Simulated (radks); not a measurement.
Values are calculated unless marked as measured or tabulated.
Problem. Numerical settings for neutral helium, [He]. Code: a radial shooting solver on a logarithmic mesh with Libxc functionals. Model: Dirac Kohn-Sham, PBE, spin-unpolarised, spherical densities, point nucleus. The defaults (mesh step 0.008 in ln r, mesh end at 40 bohr or more with all orbitals vanishing there, Anderson mixing 0.5 over 9 steps, residual threshold near 1e-9 with the energy settled to 1e-9 hartree or 1e-11 of itself, here a cap of 79 iterations) give E = -2.8931 hartree and 1s1/2 at -15.764 eV in 14 iterations. Run on one thread of a shared host, so times are rough (Arm Neoverse N1): 0.04 s of CPU time, 0.04 s wall, 14 iterations on 2476 mesh points. One setting is changed at a time: mesh step in ln r 0.2; mesh step in ln r 0.08; mesh step in ln r 0.003; mesh end (bohr) 8; mesh end (bohr) 3; residual threshold 1e-16; residual threshold 1e-13; mixing 2.5; linear mixing, mixing 0.5; linear mixing, mixing 0.8; mixing history 2; iteration cap 8. Which runs fail to converge, and which converge to a wrong energy?

Solution. Not converged within the cap: mesh step in ln r 0.2; residual threshold 1e-16; iteration cap 8. Settings that end as converged yet miss the energy by more than 1 mhartree: mesh end (bohr) 3 (+0.037 hartree).
